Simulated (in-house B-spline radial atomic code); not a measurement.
# Ionising Sr V (Sr4+) with different functionals

Computed with a B-spline radial code for spherical atoms: non-relativistic Hamiltonian, point nucleus, spin-polarised at highest spin, spherical fractional occupations for the functionals, and exact exchange of hybrids averaged over the configuration. The ionisation energy is the difference of two self-consistent energies, [Ar] 3d10 4s2 4p4 → [Ar] 3d10 4s2 4p3, without Breit or QED terms; ε is the level of the shell that loses the electron (its least bound occupied spin orbital). There is no spin-orbit coupling in this Hamiltonian.

```csv
method,rung,ΔSCF (eV),-ε(4p) (eV)
PBE0,global hybrid,69.94,64.90
B3LYP,global hybrid,70.21,64.67
TPSSh,global hybrid,69.85,63.81
M06-2X,global hybrid,69.48,67.01
BHandHLYP,global hybrid,70.00,66.69
r2SCAN0,global hybrid,69.74,64.93
B97-1,global hybrid,69.97,64.55
HSE06,range-separated hybrid,70.04,64.50
wB97X,range-separated hybrid,70.17,67.56
CAM-B3LYP,range-separated hybrid,70.25,66.60
LC-wPBE,range-separated hybrid,70.19,68.15
```

Question: Among the functionals, which spreads more, the ΔSCF values or the orbital energies?

Answer: The orbital energies: ΔSCF values span about 0.77 eV and the orbital energies 4.35 eV; here energy differences depend much less on the functional than eigenvalues do.

Question: How do they compare with the NIST value?

Answer: NIST lists 70.7 eV ± 0.6 (semi-empirical, ground level to ground level). Errors run from -1.22 to -0.45 eV; CAM-B3LYP is closest (-0.45 eV), though others lie within the uncertainty of it, and part of that can be cancellation, since the calculations leave out relativity, Breit-QED terms, multiplet and fine-structure energies.
